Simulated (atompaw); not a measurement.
# Reading a pseudo-wave (Ta)

Columns: radius, all-electron u(r) and pseudo u(r) of the 4f shell (level -24.73 eV) of tantalum in the configuration [Kr] 4d10 4f14 5s2 5p6 5d3 6s2 6p0; PBEsol, scalar-relativistic, PAW (atompaw) scheme, atompaw 4.2.0.5.

```tsv
r (bohr)	all-electron	pseudo
0.106	0.1818	0.0035
0.212	0.7298	0.0491
0.317	1.1309	0.2003
0.423	1.2665	0.4705
0.529	1.2259	0.7672
0.635	1.1068	0.9475
0.740	0.9659	0.9435
0.846	0.8263	0.8261
0.952	0.6996	0.6996
1.058	0.5889	0.5889
1.163	0.4951	0.4951
1.269	0.4148	0.4148
1.375	0.3473	0.3473
1.481	0.2909	0.2909
1.587	0.2438	0.2438
1.692	0.2048	0.2048
1.798	0.1720	0.1720
1.904	0.1446	0.1446
2.010	0.1218	0.1218
2.115	0.1028	0.1028
2.221	0.0869	0.0869
2.327	0.0735	0.0735
2.433	0.0622	0.0622
2.538	0.0528	0.0528
2.644	0.0449	0.0449
2.750	0.0381	0.0381
```

(1) How many radial nodes do the two functions have?

(2) At about which radius was the pseudo-wave matched?

(3) Where does each function peak?

(4) Is the pseudo-wave norm-conserving?

Answers

(1) The all-electron 4f function has n − l − 1 = 0; the pseudo-wave has 0.

(2) 0.90 bohr, where the columns begin to agree (steps of 0.11 bohr).

(3) Outermost all-electron maximum near 0.42 bohr, pseudo maximum near 0.64 bohr (to the table’s step).

(4) No, it belongs to a PAW set: the norm inside the radius is not constrained, and the difference is carried by the augmentation charge.
